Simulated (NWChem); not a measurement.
Molecule: Si$_{2}$NH$_{6}$Cl; SMILES [Si@H](Cl)(N)[SiH3]

```xyz
10

N     -1.9313     0.3141    -0.4000
Si    -0.4636     0.0889     0.4779
Si     0.5192    -1.9396    -0.1727
Cl     0.9789     1.6125     0.1985
H     -1.9385     0.2082    -1.4083
H     -2.5776     1.0414    -0.1125
H     -0.8161     0.1642     1.9165
H      1.8579    -2.0979     0.4546
H      0.6743    -1.9687    -1.6540
H     -0.3453    -3.0813     0.2351
```
Atoms are numbered in this order, from 1.

Computed with NWChem. Pople sets run with spherical d functions. Structure relaxed at the B3LYP/6-31G* (spherical d) level. Level: PBE0/6-31+G*; rows give the wavelength of the field.

For field 589 nm:

```yaml
isotropic polarisability (bohr³): 74.8
anisotropy (bohr³): 19.7
```

Estimate the same quantities for field 1065 nm.

The isotropic polarisability (bohr³) comes out as 72.8 and the anisotropy (bohr³) is 18.6.
